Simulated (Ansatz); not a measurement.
**Nudged elastic band run: H4OSn**

input.yaml

```yaml
crystal:
  periodic: [false, false, false]
  atoms:
    - { symbol: Sn, position_ang: [0.351757, -0.017247, 0.033397] }
    - { symbol: O, position_ang: [0.760102, -0.124515, 1.980336] }
    - { symbol: H, position_ang: [-0.037542, -0.170767, 2.518799] }
    - { symbol: H, position_ang: [1.903114, 0.051706, -0.672741] }
    - { symbol: H, position_ang: [-0.568819, 1.400586, -0.271734] }
    - { symbol: H, position_ang: [-0.518912, -1.421162, -0.437558] }
basis:
  gaussian: { orbitals: def2-SVP }
hamiltonian:
  xc: pbe0
neb:
  order_check: false
  images: 7
  f_tol: 0.05
  max_iterations: 60
  final_atoms:
    - { symbol: Sn, position_ang: [0.10581111, 0.55120458, -0.84122787] }
    - { symbol: O, position_ang: [1.24335674, 0.08128147, 1.26542003] }
    - { symbol: H, position_ang: [0.50902948, 0.01809563, 1.89051006] }
    - { symbol: H, position_ang: [1.627874, -0.8042249, 1.24130605] }
    - { symbol: H, position_ang: [-1.19439956, 1.03680133, 0.29032683] }
    - { symbol: H, position_ang: [-0.40197178, -1.16455711, -0.6958361] }
  initial_path:
    images:
      - { positions_ang: [[0.351757, -0.017247, 0.033397], [0.760102, -0.124515, 1.980336], [-0.037542, -0.170767, 2.518799], [1.903114, 0.051706, -0.672741], [-0.568819, 1.400586, -0.271734], [-0.518912, -1.421162, -0.437558]] }
      - { positions_ang: [[0.26360791, -0.01195911, 0.02526473], [0.89101594, -0.09591905, 1.91955937], [0.06522992, -0.20029706, 2.4078426], [1.89639423, 0.03700907, -0.38177311], [-0.63034299, 1.40798142, -0.34636199], [-0.59620501, -1.41821427, -0.4740326]] }
      - { positions_ang: [[0.17545882, -0.00667122, 0.01713246], [1.02192989, -0.0673231, 1.85878274], [0.16800183, -0.22982712, 2.2968862], [1.88967447, 0.02231214, -0.09080523], [-0.69186698, 1.41537684, -0.42098997], [-0.67349803, -1.41526653, -0.5105072]] }
      - { positions_ang: [[0.08730973, -0.00138334, 0.0090002], [1.15284383, -0.03872716, 1.7980061], [0.27077375, -0.25935718, 2.18592979], [1.8829547, 0.00761521, 0.20016266], [-0.75339098, 1.42277225, -0.49561796], [-0.75079104, -1.4123188, -0.5469818]] }
      - { positions_ang: [[-0.00083936, 0.00390455, 0.00086793], [1.28375778, -0.01013121, 1.73722947], [0.37354567, -0.28888723, 2.07497339], [1.87623493, -0.00708172, 0.49113055], [-0.81491497, 1.43016767, -0.57024594], [-0.82808405, -1.40937106, -0.58345639]] }
      - { positions_ang: [[0.02582326, 0.14072956, -0.20965602], [1.27365752, 0.01272196, 1.61927711], [0.40741662, -0.21214152, 2.02885756], [1.8141447, -0.20636751, 0.67867442], [-0.90978612, 1.33182609, -0.35510275], [-0.72155598, -1.34816757, -0.61155132]] }
      - { positions_ang: [[0.05248588, 0.27755456, -0.42017997], [1.26355726, 0.03557513, 1.50132475], [0.44128758, -0.1353958, 1.98274172], [1.75205447, -0.40565331, 0.8662183], [-1.00465726, 1.2334845, -0.13995956], [-0.61502791, -1.28696409, -0.63964625]] }
      - { positions_ang: [[0.0791485, 0.41437957, -0.63070392], [1.253457, 0.0584283, 1.38337239], [0.47515853, -0.05865008, 1.93662589], [1.68996423, -0.6049391, 1.05376217], [-1.09952841, 1.13514291, 0.07518364], [-0.50849984, -1.2257606, -0.66774117]] }
      - { positions_ang: [[0.10581111, 0.55120458, -0.84122787], [1.24335674, 0.08128147, 1.26542003], [0.50902948, 0.01809563, 1.89051006], [1.627874, -0.8042249, 1.24130605], [-1.19439956, 1.03680133, 0.29032683], [-0.40197178, -1.16455711, -0.6958361]] }
```

Launched with:

```bash
$ ansatz run input.yaml --threads 1 --pin off --max-ram 2048MiB --backend cpu --events-out ev --progress --plain --runs-dir out
```

Output, in part (warnings, iteration lines, the closing report on the highest movable image, with atoms numbered from 0):

```
NEB end point (image 0): max|allowed force component| = 8.126e-3 eV/Å (the criterion of neb.relax_end_points is 1.000e-2)
NEB end point (image 8): max|allowed force component| = 1.264e-2 eV/Å (the criterion of neb.relax_end_points is 1.000e-2)
NEB iter   1: max|band force component| = 7.174e0 eV/Å  barrier→ = 4.1519 eV  barrier← = 4.1023 eV  Δτ_max = 0.1953 Å  (206 SCF iters)
NEB iter   2: max|band force component| = 2.139e0 eV/Å  barrier→ = 2.9418 eV  barrier← = 2.8922 eV  Δτ_max = 0.1945 Å  (193 SCF iters)
NEB iter   3: max|band force component| = 1.007e0 eV/Å  barrier→ = 2.3084 eV  barrier← = 2.2588 eV  Δτ_max = 0.2000 Å  (191 SCF iters)
NEB iter   4: max|band force component| = 1.437e0 eV/Å  barrier→ = 2.0508 eV  barrier← = 2.0012 eV  Δτ_max = 0.1002 Å  (192 SCF iters)
NEB iter   5: max|band force component| = 9.839e-1 eV/Å  barrier→ = 1.9465 eV  barrier← = 1.8969 eV  Δτ_max = 0.1031 Å  (177 SCF iters)
NEB iter   6: max|band force component| = 5.462e-1 eV/Å  barrier→ = 1.9283 eV  barrier← = 1.8788 eV  Δτ_max = 0.0989 Å  (171 SCF iters)
NEB iter   7: max|band force component| = 1.243e0 eV/Å  barrier→ = 1.9114 eV  barrier← = 1.8619 eV  CI = image 4  Δτ_max = 0.1919 Å  (171 SCF iters)
NEB iter   8: max|band force component| = 4.467e-1 eV/Å  barrier→ = 2.0192 eV  barrier← = 1.9696 eV  CI = image 4  Δτ_max = 0.0543 Å  (171 SCF iters)
NEB iter   9: max|band force component| = 1.650e-1 eV/Å  barrier→ = 2.0086 eV  barrier← = 1.9590 eV  CI = image 4  Δτ_max = 0.0367 Å  (162 SCF iters)
NEB iter  10: max|band force component| = 1.721e-1 eV/Å  barrier→ = 2.0042 eV  barrier← = 1.9546 eV  CI = image 4  Δτ_max = 0.0183 Å  (164 SCF iters)
NEB iter  11: max|band force component| = 1.360e-1 eV/Å  barrier→ = 2.0029 eV  barrier← = 1.9534 eV  CI = image 4  Δτ_max = 0.0243 Å  (156 SCF iters)
NEB iter  12: max|band force component| = 2.126e-2 eV/Å  barrier→ = 2.0021 eV  barrier← = 1.9525 eV  CI = image 4  Δτ_max = 0.0000 Å  (312 SCF iters)
Total energy: -7937.13659885 eV, -291.6843900232 hartree
Atom 0 at     0.206932     0.031812    -0.332635 Å, force     0.003328     0.008363    -0.000007 eV/Å
Atom 1 at     0.831726     0.211783     1.745317 Å, force     0.000311     0.021717     0.000103 eV/Å
Atom 2 at     0.764340    -0.636051     2.208320 Å, force     0.000886    -0.017300     0.003907 eV/Å
Atom 3 at     1.738996    -0.027323     0.528239 Å, force    -0.005917    -0.004617    -0.003619 eV/Å
Atom 4 at    -0.754298     1.437073    -0.607082 Å, force     0.002751    -0.002682     0.000043 eV/Å
Atom 5 at    -0.897997    -1.298693    -0.391661 Å, force    -0.001359    -0.005481    -0.000427 eV/Å
Dipole moment:    -0.032362    -0.295430    -0.169556 e Å
```

It converged. Neighbouring images differ by up to 1.6 eV, so the band resolves the path poorly. A vibrational analysis at the climbing image gives one clearly imaginary mode, 1296i cm⁻¹: a first-order saddle point. The orbitals stay closed-shell, which can raise the energy where a bond breaks towards radicals; this wasn't checked here.

Final band (atoms are numbered from 1 in the order of the input):

| image | path coordinate (Å) | energy (eV) | Sn1–H4 (Å) | O2–H4 (Å) |
| --- | --- | --- | --- | --- |
| 0 | 0.00 | 0.00 | 1.71 | 2.89 |
| 1 | 0.67 | 0.01 | 1.71 | 2.98 |
| 2 | 1.34 | 0.01 | 1.71 | 2.96 |
| 3 | 2.00 | 0.68 | 1.69 | 2.31 |
| 4 | 2.67 | 2.00 | 1.76 | 1.54 |
| 5 | 3.34 | 0.36 | 2.30 | 0.98 |
| 6 | 4.01 | 0.07 | 2.89 | 0.96 |
| 7 | 4.67 | 0.06 | 2.93 | 0.97 |
| 8 | 5.34 | 0.05 | 2.91 | 0.97 |

Time of the run: 2.5 min on 1 thread of Arm Neoverse V2, with other jobs on the host, peak memory 0.11 GiB.
